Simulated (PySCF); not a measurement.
Match each property card to its molecule.

Structures:
1. `C[NH2+]CC(C)(C)C`
2. `P[SiH2]c1cccs1`
3. `F[C@@H]1C[C@@H](F)SCS1`
4. `C(O[C@H]1CC1=C)(F)F`
5. `C[SiH2]P1CCSCC1`
6. `C=C1C=CC=CC(C(F)(F)F)=C1`

Card P (geometry PBE0-D3(BJ)/def2-SVP):
* Rotational constants A, B, C: 2.584, 0.652, 0.576 GHz
* Static isotropic polarisability (B3LYP/def2-SVPD): 135.4 au
* Lowest triplet excitation (Tamm–Dancoff) (TDA B3LYP/def2-SVPD): 4.90 eV
* 13C chemical shifts (computed TMS as zero) by class (GIAO PBE0/pcSseg-1): 34.0 (2 C), 24.8 (2 C), -9.2 (1 C) ppm
* Vertical ionisation energy (ΔSCF B3LYP/def2-SVPD): 8.39 eV

Card Q (geometry PBE0-D3(BJ)/def2-SVP):
* Rotational constants A, B, C: 1.568, 0.674, 0.514 GHz
* Static isotropic polarisability (CAM-B3LYP/def2-SVPD): 115.6 au
* Largest of the computed one-bond spin–spin couplings (means over like bonds) (B3LYP/pcJ-1, spin–dipole term left out for some pairs): 19F–13C -337.2 (×3), 13C–1H +171.1, 13C–1H +170.7, 13C–1H +168.6, 13C–1H +166.4, 13C–1H +164.2, 13C–1H +162.7, 13C–1H +162.5 Hz
* Lowest singlet excitation (TDDFT CAM-B3LYP/def2-SVPD): 2.86 eV (433 nm, f = 0.012)
* Lowest triplet excitation (Tamm–Dancoff) (TDA CAM-B3LYP/def2-SVPD): 1.88 eV

Card R (geometry GFN2-xTB):
* Rotational constants A, B, C: 2.018, 1.295, 0.926 GHz
* Static isotropic polarisability (PBE0/def2-SVPD): 86.8 au
* Strongest line among the 6 lowest singlet transitions (TDDFT PBE0/def2-SVPD): S6 at 6.52 eV (190 nm, f = 0.045)
* Isotropic shieldings of nuclei other than C and H, by class (GIAO PBE0/pcSseg-1): 365 (2 F), 410 (2 S) ppm
* 13C chemical shifts (computed TMS as zero) by class (GIAO PBE0/pcSseg-1): 99.6 (2 C), 45.8 (1 C), 39.8 (1 C) ppm

Card S (geometry GFN2-xTB):
* Rotational constants A, B, C: 4.035, 1.389, 1.106 GHz
* Static isotropic polarisability (wB97X-D/def2-SVPD): 64.9 au
* Lowest singlet excitation (TDDFT wB97X-D/def2-SVPD): 6.31 eV (196 nm, f = 0.001)
* Isotropic shieldings of nuclei other than C and H, by class (GIAO PBE0/pcSseg-1): 209 (1 O), 264 (1 F), 270 (1 F) ppm
* Point group: C1
* Dipole moment (wB97X-D/def2-SVPD): 3.15 D

Card T (geometry GFN2-xTB):
* Rotational constants A, B, C: 3.197, 0.799, 0.755 GHz
* Static isotropic polarisability (PBE0/def2-SVPD): 117.8 au
* Isotropic shieldings of nuclei other than C and H, by class (GIAO PBE0/pcSseg-1): 404 (1 Si), 579 (1 P), 244 (1 S) ppm
* 13C chemical shifts (computed TMS as zero) by class (GIAO PBE0/pcSseg-1): 145.0 (1 C), 141.8 (1 C), 140.1 (1 C), 132.1 (1 C) ppm
* Dipole moment (PBE0/def2-SVPD): 1.59 D
* HOMO energy (PBE0/def2-SVPD): -6.80 eV

Card U (geometry GFN2-xTB):
- Rotational constants A, B, C: 4.091, 1.451, 1.436 GHz
- Static isotropic polarisability (PBE0/def2-SVPD): 77.0 au
- Isotropic shieldings of nuclei other than C and H, by class (GIAO PBE0/pcSseg-1): 208 (1 N) ppm
- Lowest singlet excitation (TDDFT PBE0/def2-SVPD): 8.08 eV (154 nm, f = 0.008)
- Strongest line among the 6 lowest singlet transitions (TDDFT PBE0/def2-SVPD): S3 at 8.23 eV (151 nm, f = 0.027)
- Lowest triplet excitation (Tamm–Dancoff) (TDA PBE0/def2-SVPD): 8.01 eV

Species are written as SMILES; each is one conformer at its optimised geometry, gas phase, non-relativistic unless stated. Electronic properties by PySCF. NMR classes are plain means over equivalent atoms (diastereotopic ones count apart unless rotation or inversion swaps them), as if these changed places fast.

Which card belongs to which structure?

P = 5, Q = 6, R = 3, S = 4, T = 2, U = 1. What ties each card to its structure:
- 1 (card U), [C6H16N]+, monoisotopic mass 102.1 u, 7 heavy atoms: an asymmetric top with C = 1.436 GHz, the highest such constant on the cards; polarisability 77.0 au for 58 electrons.
- 2 (card T), C4H7PSSi, monoisotopic mass 146.0 u, 7 heavy atoms: 4 C in 4 classes; the least shielded carbon (145.0 ppm) is a substituted aromatic carbon; an asymmetric top with C = 0.755 GHz; polarisability 117.8 au for 76 electrons; dipole 1.59 D.
- 3 (card R), C4H6F2S2, monoisotopic mass 156.0 u, 8 heavy atoms: 4 C in 3 classes; the least shielded carbon (99.6 ppm) is an sp3 C–F carbon; an asymmetric top with C = 0.926 GHz; polarisability 86.8 au for 80 electrons.
- 4 (card S), C5H6F2O, monoisotopic mass 120.0 u, 8 heavy atoms: an asymmetric top with C = 1.106 GHz; polarisability 64.9 au for 62 electrons; dipole 3.15 D.
- 5 (card P), C5H13PSSi, monoisotopic mass 164.0 u, 8 heavy atoms: 5 C in 3 classes; the least shielded carbon (34.0 ppm) is an sp3 carbon bound to sulfur; an asymmetric top with C = 0.576 GHz; polarisability 135.4 au for 88 electrons.
- 6 (card Q), C9H7F3, monoisotopic mass 172.0 u, 12 heavy atoms: an asymmetric top with C = 0.514 GHz, the lowest such constant on the cards; polarisability 115.6 au for 88 electrons.

One-bond C–F couplings are unscaled; at this level they come out some 30 % too large in size.
